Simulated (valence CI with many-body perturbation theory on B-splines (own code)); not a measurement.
Ga VIII: E2, M1 decay

Level of theory: relativistic CI+MBPT: six valence electrons over a frozen Dirac-Fock core [Ar], a basis of 7 s, 7 p, 8 d, 6 f, 4 g, 1 h functions for each j, with the one-electron correlation potential Σ1 (screened to all orders), the two-electron term Σ2, the three-electron term Σ3, Breit, model QED; selected single and double excitations, second order for the rest, scaled by the run's own slope (own B-spline code, finite nucleus).

No measured spectrum was set against this ion. As an estimate, terms of the open shell hold to 2 to 4 % of their energy, and close levels can change places; different configurations can be misplaced against each other by 1,000 to 8,000 cm⁻¹. Core correlation moves these levels by up to 67000 cm⁻¹, and in measured spectra 5 to 20 % of such shifts remained as error; rates that hang on mixing are uncertain with them. Among the levels kept, up to 5900 cm⁻¹ of a level comes from second order outside the variational space, and about a tenth of that is noise between levels of different J, which matters for small intervals. Only levels of the ground parity were solved; by the run's estimate the other parity begins above the list, which can be wrong where configurations are misplaced.

Lines 51 to 100 of 120 in falling wavelength, among levels below 465240 cm⁻¹, chosen from the decays that carry over 1 % of a level's rate. Wavelengths and rates use the calculated energies, so an error of 2000 cm⁻¹ moves a line at 319.3 nm by 6.4 % and its rate by three times that or more. Electric multipoles are in the length gauge, E1 and E2 with the static RPA response of the core. S is in atomic units (e²a₀⁴ for E2 and M2, e²a₀⁶ for E3), for M1 in squared Bohr magnetons. Weak lines are less certain than strong ones. Lines between different terms over intervals too small for the method are left out, as are lines whose strength nearly cancels.

Letters in brackets count levels of one name in rising energy.

```tsv
λ vac (nm)	Upper	Lower	Type	A (s⁻¹)	S (a.u.)
319.3	3d⁶ ¹F_3	3d⁶ ³G_4	M1	2.53e+00	2.14e-02
302.5	3d⁶ ³P_0 [b]	3d⁶ ³D_1	M1	2.10e+00	2.15e-03
300.1	3d⁶ ³P_2 [a]	3d⁶ ⁵D_3	M1	1.44e+01	7.20e-02
299.5	3d⁶ ³P_0 [b]	3d⁶ ³D_2	E2	6.76e-01	1.45e-01
291.1	3d⁶ ³P_1 [b]	3d⁶ ³D_3	E2	4.47e-01	2.50e-01
289.4	3d⁶ ³H_4	3d⁶ ⁵D_3	M1	3.68e-01	2.98e-03
288.1	3d⁶ ³P_1 [b]	3d⁶ ³D_1	M1	2.22e+00	5.91e-03
288.1	3d⁶ ³P_1 [b]	3d⁶ ³D_1	E2	3.74e-01	1.98e-01
282.4	3d⁶ ³H_6	3d⁶ ⁵D_4	E2	3.67e-05	7.66e-05
277.8	3d⁶ ³F_4 [b]	3d⁶ ³D_3	M1	2.85e+00	2.04e-02
275.6	3d⁶ ³H_5	3d⁶ ⁵D_4	M1	4.56e-03	3.89e-05
275.3	3d⁶ ³F_2 [b]	3d⁶ ³D_1	M1	2.85e+00	1.10e-02
274.3	3d⁶ ³P_1 [a]	3d⁶ ⁵D_0	M1	3.60e+00	8.27e-03
273.7	3d⁶ ³H_4	3d⁶ ⁵D_4	M1	2.37e+00	1.62e-02
272.8	3d⁶ ³F_2 [b]	3d⁶ ³D_2	M1	5.69e+00	2.14e-02
272.0	3d⁶ ³F_2 [a]	3d⁶ ⁵D_1	M1	1.29e+00	4.82e-03
271.9	3d⁶ ³F_3 [a]	3d⁶ ⁵D_2	M1	2.20e+00	1.15e-02
268.4	3d⁶ ³F_4 [a]	3d⁶ ⁵D_3	M1	1.90e+00	1.23e-02
266.3	3d⁶ ³F_2 [a]	3d⁶ ⁵D_2	M1	2.85e+00	9.98e-03
265.7	3d⁶ ³P_1 [a]	3d⁶ ⁵D_2	M1	1.63e+01	3.39e-02
265.7	3d⁶ ¹F_3	3d⁶ ³F_3 [a]	M1	1.29e-01	6.26e-04
262.9	3d⁶ ³F_3 [a]	3d⁶ ⁵D_3	M1	6.88e+00	3.25e-02
260.3	3d⁶ ¹F_3	3d⁶ ³F_4 [a]	M1	2.30e-01	1.05e-03
259.7	3d⁶ ³P_0 [a]	3d⁶ ⁵D_1	M1	2.18e+01	1.42e-02
257.7	3d⁶ ³F_2 [a]	3d⁶ ⁵D_3	M1	8.68e-01	2.75e-03
254.9	3d⁶ ³F_4 [a]	3d⁶ ⁵D_4	M1	1.12e+01	6.20e-02
250.0	3d⁶ ³F_3 [a]	3d⁶ ⁵D_4	M1	1.43e+00	5.78e-03
243.3	3d⁶ ¹F_3	3d⁶ ³H_4	M1	5.94e-01	2.22e-03
228.7	3d⁶ ³G_3	3d⁶ ⁵D_2	M1	1.95e-01	6.06e-04
225.5	3d⁶ ³G_4	3d⁶ ⁵D_3	M1	2.51e-01	9.61e-04
224.9	3d⁶ ³G_5	3d⁶ ⁵D_4	M1	4.23e-02	1.96e-04
222.4	3d⁶ ³G_3	3d⁶ ⁵D_3	M1	5.20e-01	1.48e-03
218.3	3d⁶ ³F_2 [b]	3d⁶ ³G_3	M1	1.86e+00	3.58e-03
218.3	3d⁶ ³F_2 [b]	3d⁶ ³G_3	E2	1.77e+00	3.91e-01
215.9	3d⁶ ³G_4	3d⁶ ⁵D_4	M1	9.89e-01	3.32e-03
215.1	3d⁶ ³F_4 [b]	3d⁶ ³G_4	M1	2.15e+00	7.14e-03
213.0	3d⁶ ³G_3	3d⁶ ⁵D_4	M1	8.11e-02	2.04e-04
206.9	3d⁶ ³F_4 [b]	3d⁶ ³G_5	M1	4.69e+00	1.39e-02
206.9	3d⁶ ³F_4 [b]	3d⁶ ³G_5	E2	1.93e+00	5.89e-01
205.6	3d⁶ ³P_0 [b]	3d⁶ ³P_1 [a]	M1	2.70e+00	8.69e-04
198.8	3d⁶ ³P_1 [b]	3d⁶ ³P_1 [a]	E2	6.44e-01	5.35e-02
192.4	3d⁶ ³F_2 [b]	3d⁶ ³F_2 [a]	E2	1.34e+00	1.57e-01
192.2	3d⁶ ³D_1	3d⁶ ⁵D_0	M1	3.26e+00	2.57e-03
192.0	3d⁶ ³D_2	3d⁶ ⁵D_1	M1	2.15e+00	2.81e-03
190.8	3d⁶ ³D_1	3d⁶ ⁵D_1	M1	4.51e+00	3.48e-03
189.6	3d⁶ ³F_2 [b]	3d⁶ ³F_3 [a]	M1	3.45e+00	4.36e-03
189.4	3d⁶ ³F_4 [b]	3d⁶ ³F_3 [a]	M1	1.56e+00	3.54e-03
189.1	3d⁶ ³D_2	3d⁶ ⁵D_2	M1	3.28e+00	4.11e-03
187.9	3d⁶ ³D_1	3d⁶ ⁵D_2	M1	2.95e-01	2.18e-04
186.8	3d⁶ ³F_2 [b]	3d⁶ ³F_4 [a]	E2	8.76e-01	8.89e-02
```
